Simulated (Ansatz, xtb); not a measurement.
# F2H2SiSn: where a starting geometry ends

The starting geometry of this gas-phase singlet was built from a drawn formula by distance geometry and a force field; its bonds are those of `F[Si][SnH2][F]`.

```yaml
atoms:
  - { symbol: F, position_ang: [-4.9262, -0.2160, 2.1025] }
  - { symbol: F, position_ang: [-2.1183, -0.0001, -0.8075] }
  - { symbol: Si, position_ang: [-3.3633, -0.4111, 2.6173] }
  - { symbol: Sn, position_ang: [-1.8459, 0.7775, 0.9345] }
  - { symbol: H, position_ang: [-0.1599, 0.6064, 1.4480] }
  - { symbol: H, position_ang: [-2.3382, 2.4852, 0.9017] }
```

Task: Predict what it relaxes into with r2SCAN-D4/def2-SVP.

Result: A new bond forms, giving a structure with F2 bridging Si3 and Sn4, given below by its coordinates. Distances that change by over a tenth: F2–Sn4 (1.93 → 2.36 Å). Contacts that close: F2–Si3 (3.67 → 1.74 Å).

The energy falls by 1.47 eV over 22 steps:

| step | E − E(last) (eV) |
| --- | --- |
| 1 | 1.470 |
| 3 | 1.202 |
| 6 | 1.155 |
| 8 | 1.149 |
| 10 | 1.141 |
| 13 | 0.908 |
| 15 | 0.236 |
| 17 | 0.007 |
| 20 | 0.000 |
| 22 | 0.000 |

Final geometry (Å):

```xyz
6

F    -4.7852   -0.0689    1.8137
F    -2.7662   -0.3503    0.3190
Si   -3.3908   -0.9257    1.8412
Sn   -1.6136    1.2079    1.6653
H    -0.0742    0.8521    0.9179
H    -2.1219    2.5269    0.6392
```

From the same start GFN2-xTB ends elsewhere, differing in F2–Sn4 (3.40 against 2.36 Å here).

The end wasn't checked by frequencies. Atoms past krypton carry core potentials, without spin–orbit terms. Run with Ansatz 0.2.0, 34 s on 2 threads of Intel(R) Xeon(R) Platinum 8375C CPU @ 2.90GHz (Ice Lake) (shared host).
